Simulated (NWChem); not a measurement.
Lowest excitation of HClFHfN

SMILES: [NH]=[Hf]([F])[Cl]
```xyz
5

Hf     0.1102     0.1912    -0.1782
N     -0.4110    -0.4667    -1.7808
H     -0.8617    -0.8311    -2.6133
F     -0.9070     1.7647     0.2780
Cl     0.2335    -1.5032     1.4944
```
Charge 0, spin multiplicity 1.

All runs are NWChem calculations. Structure: optimised with PBE0/def2-SVP with def2 effective core potentials on Hf, a minimum by its harmonic frequencies.

Basis set: def2-SVP.

```json
[
 {"method": "TD-PBE", "lowest vertical singlet excitation energy (eV)": "2.06", "relative cost": "1"},
 {"method": "TD-B3LYP", "lowest vertical singlet excitation energy (eV)": "2.29", "relative cost": "under 3"},
 {"method": "CIS", "lowest vertical singlet excitation energy (eV)": "3.77", "relative cost": "under 3"},
 {"method": "TDA-CAM-B3LYP", "lowest vertical singlet excitation energy (eV)": "2.54", "relative cost": "3"}
]
```

The values span 1.72 eV, from TD-PBE (lowest) to CIS (highest). Costs are rough ratios of processor time within this set of runs, SCF included, with TD-PBE as 1.

Effective core potentials replace the inner electrons of Hf; spin-orbit coupling is left out. B3LYP has NWChem's definition, with VWN1-RPA local correlation. GW and range-separated runs recompute their integrals, the others keep them in memory, which bears on the times. The structure started from a generated list of species.
